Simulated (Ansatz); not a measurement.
Program: Ansatz. Geometries: PBE0-D4/def2-TZVP. ΔE: electronic, gas phase. CCSD(T)/CBS is the MP2 limit (def2-TZVPP, def2-QZVPP) plus CCSD(T) − MP2 in def2-TZVPP, frozen cores. This one scheme is used for every species, atoms too. For atomizations the MP2-based limit and the directly extrapolated one differ by several kJ/mol either way, and by 10 to 25 for some Ge, Se and Sn compounds, so smaller differences from it don't rank the levels. DFT in def2-TZVPP. B3LYP here is the variant with VWN-RPA as its local correlation; programs differ in this. HSE06 is defined as in plane-wave codes. No spin–orbit coupling; open shells (•) take unrestricted orbitals. Spin–orbit coupling would lower the free atoms: a little for F, Si; clearly for Br. For Br outer-core shells are correlated without core-valence functions, so the limit isn't a true one: a few kJ/mol of doubt a bond, and 10 to 20 or more in all where bonds break to atoms. Scalar relativity is left out up to krypton.

Reaction (atomization): `F[Si](F)Br`• → Br• + 2 F• + Si•

`F[Si](F)Br`•:

Z-matrix (Å, degrees):
```
Si
F 1 1.586
Br 1 2.207 2 109.2
F 1 1.586 2 106.6 3 -117.9
```

```
             level  ΔE (kJ/mol)  difference from CCSD(T)/CBS
       LDA (SPW92)       1700.4                        239.0
            PBE-D4       1487.1                         25.7
         revPBE-D4       1432.8                        -28.6
           BLYP-D4       1444.9                        -16.5
         r2SCAN-D4       1474.9                         13.5
            B97M-V       1450.0                        -11.4
           PBE0-D4       1436.4                        -25.0
          B3LYP-D4       1428.0                        -33.4
        r2SCANh-D4       1454.3                         -7.1
        r2SCAN0-D4       1424.8                        -36.6
          HSE06-D4       1437.6                        -23.8
          BHLYP-D4       1366.0                        -95.4
      CAM-B3LYP-D4       1445.4                        -16.0
           ωB97X-V       1447.8                        -13.6
           ωB97M-V       1440.1                        -21.3
            B2PLYP       1429.3                        -32.1
          PBE-QIDH       1437.4                        -24.0
               PBE       1477.4                         16.0
            revPBE       1406.6                        -54.8
              BLYP       1423.7                        -37.7
            r2SCAN       1472.9                         11.5
              PBE0       1428.3                        -33.1
           r2SCANh       1452.1                         -9.3
             HSE06       1430.0                        -31.4
             BHLYP       1352.1                       -109.3
         CAM-B3LYP       1437.0                        -24.4
           LC-ωPBE       1445.3                        -16.1
RPA@PBE/def2-TZVPP       1272.1                       -189.3
      MP2/def2-SVP       1370.1                        -91.3
     CCSD/def2-SVP       1266.6                       -194.8
  CCSD(T)/def2-SVP       1283.9                       -177.5
     HF/def2-TZVPP       1060.6                       -400.8
    MP2/def2-TZVPP       1491.8                         30.4
SCS-MP2/def2-TZVPP       1436.5                        -24.9
   CCSD/def2-TZVPP       1369.8                        -91.6
CCSD(T)/def2-TZVPP       1399.9                        -61.5
     HF/def2-QZVPP       1069.0                       -392.4
    MP2/def2-QZVPP       1530.0                         68.6
      HF/CBS(def2)       1070.1                       -391.3
    CCSD/CBS(def2)       1431.2                        -30.2
       CCSD(T)/CBS       1461.4                            0
```

Largest T1 diagnostic among the species: 0.012.

From BLYP to BHLYP (50 % exact exchange), in def2-TZVPP and without D4, ΔE moves by −71.6 kJ/mol: exact exchange takes away binding that semilocal exchange gives to molecules. In def2-TZVPP, CCSD(T) changes the Hartree–Fock value by +339.3 kJ/mol (the triples alone add +30.1 kJ/mol) and MP2 by +431.2 kJ/mol; breaking electron pairs costs correlation energy, which Hartree–Fock lacks.
